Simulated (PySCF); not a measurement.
Point-charge models of vinylcyanodiacetylene (`C=CC#CC#CC#N`) against its computed dipole.

Coordinates (PBE0-D3(BJ)/def2-SVP, Å) and charges (e) from the PBE0/pcSseg-1 density (PySCF):

| atom | x | y | z | Mulliken | IAO | Hirshfeld | ESP-fitted |
| --- | --- | --- | --- | --- | --- | --- | --- |
| C1 | -2.704 | 1.569 | -0.496 | -0.1241 | -0.2497 | -0.0506 | -0.3432 |
| C2 | -1.425 | 1.621 | -0.903 | -0.2912 | -0.1583 | -0.0289 | -0.1302 |
| C3 | -0.416 | 0.737 | -0.455 | +0.0270 | +0.0350 | +0.0119 | +0.1084 |
| C4 | 0.473 | -0.018 | -0.082 | +0.0968 | -0.0583 | -0.0356 | -0.2083 |
| C5 | 1.450 | -0.861 | 0.339 | +0.1601 | +0.0351 | +0.0122 | +0.2548 |
| C6 | 2.326 | -1.627 | 0.721 | -0.0271 | -0.0593 | -0.0108 | -0.3506 |
| C7 | 3.307 | -2.480 | 1.147 | -0.0688 | +0.1421 | +0.0834 | +0.5426 |
| N8 | 4.140 | -3.209 | 1.511 | -0.2174 | -0.1993 | -0.1782 | -0.4419 |
| H9 | -3.436 | 2.282 | -0.881 | +0.1447 | +0.1671 | +0.0649 | +0.1850 |
| H10 | -3.045 | 0.821 | 0.223 | +0.1452 | +0.1670 | +0.0626 | +0.2077 |
| H11 | -1.111 | 2.384 | -1.626 | +0.1547 | +0.1787 | +0.0692 | +0.1758 |

Q: What dipole does each set of charges give (1 e·Å = 4.803 D), and what does the density give?

A: The full density gives (-4.67, 3.68, -1.72) D, 6.19 D in size; dipole vectors point from the negative to the positive end.

| scheme | μx | μy | μz | size (D) | share of the full size (%) | angle to the full dipole (°) |
| --- | --- | --- | --- | --- | --- | --- |
| Mulliken | -6.17 | 4.53 | -1.99 | 7.91 | 128 | 2 |
| IAO | -4.15 | 3.25 | -1.51 | 5.48 | 89 | 0 |
| Hirshfeld | -3.86 | 2.98 | -1.37 | 5.06 | 82 | 1 |
| ESP-fitted | -4.68 | 3.69 | -1.72 | 6.21 | 100 | 0 |

Q: Which set comes closest?

A: Length of the difference vector: ESP-fitted 0.02 D, IAO 0.71 D, Hirshfeld 1.13 D, Mulliken 1.75 D. Closest: ESP-fitted. ESP charges are fitted to the potential around the molecule, whose slowest-falling term is the dipole's. 

Q: What is left for the Hirshfeld atoms' own dipoles?

A: The shares of the density sum to the whole, so what Σ q r misses lies in dipoles about the nuclei. The atomic dipoles sum to (-4.67, 3.68, -1.72) − (-3.86, 2.98, -1.37) = (-0.81, 0.70, -0.35) D, 1.13 D in size.

Q: With the origin at the mean of the coordinates, (-0.040, 0.111, -0.046) Å, which are the largest single terms, by size, of the ESP-fitted dipole along the direction of the full one?

A: N8 +11.80, C7 -11.46, C6 +5.11, C1 -4.95, H9 +3.63 D; all 11 atoms together +6.21 D. The single terms depend on the origin, their sum doesn't.

Q: Give the size of the full dipole in other units.

A: 6.19 D = 2.435 au = 1.289 e·Å = 20.65 × 10⁻³⁰ C·m.

Geometry: PBE0-D3(BJ)/def2-SVP; no solvent, vibrations or thermal averaging.

These values come from a run that also computed NMR shieldings. On x86-64 server, one thread, no GPU (shared host), this took 13 s wall.
